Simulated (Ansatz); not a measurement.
Ansatz (an electronic-structure program) input for F5Nb, SMILES [F][Nb]([F])([F])([F])[F] (connectivity only; charge and spin as stated), charge +1, multiplicity 2, PBE0/def2-SVPD. Geometry: r2SCAN-D4/def2-SVP. The geometry has at least one imaginary mode, so it is a saddle point at that level. The spin state was assumed, not searched. The isomer is the one that the SMILES or the coordinates give; other isomers of the formula were not compared. The def2 effective core potentials stand for the cores of Nb; spin–orbit coupling is left out.

Ansatz 0.2 input:
```yaml
crystal:
  periodic: [false, false, false]
  atoms:
    - {symbol: Nb, position_ang: [-0.00000000, -0.00000000, -0.14303462]}
    - {symbol: F, position_ang: [1.46203468, 0.00000001, -1.17969856]}
    - {symbol: F, position_ang: [-1.46203467, 0.00000001, -1.17969857]}
    - {symbol: F, position_ang: [-0.00000000, -0.00000001, 1.93315317]}
    - {symbol: F, position_ang: [0.00000000, 1.72232013, 0.53892308]}
    - {symbol: F, position_ang: [-0.00000000, -1.72232013, 0.53892305]}
basis:
  gaussian:
    orbitals: def2-SVPD
hamiltonian:
  xc: {name: PBE0}
total_charge: 1
magnetization: {spin_polarized: true, initial_magnetization: 1}
```

Log of the run:

```
WARN ansatz: RAYON_NUM_THREADS=1 ignored (pool sized by the plan → 1); use --threads N
Functional definition: PBE0
integrals: 0.08 GiB planned
1247 factors; their error is unknown
mean field: 0.95 GiB planned
mean field evaluation 1: about -15091.1107 eV, gradient 6.9e1 eV
mean field evaluation 2: about -14951.7478 eV, gradient 2.2e2 eV
mean field evaluation 4: about -15106.0583 eV, gradient 1.3e1 eV
mean field evaluation 8: about -15106.6248 eV, gradient 2.1e-1 eV
mean field evaluation 16: about -15106.7423 eV, gradient 1.3e-3 eV
mean field -15106.74230949 eV, -555.1625401561 hartree, gradient 6.0e-6 eV, S^2 0.754474; 2 other end points of the search recorded, 0 dependent functions left out
reference -15106.74236001 eV, -555.1625420128 hartree; 29, 28 occupied and 120, 121 virtual orbitals, 1247 factors
Total energy: -15106.74236001 eV, -555.1625420128 hartree
```

Self-consistency was reached.
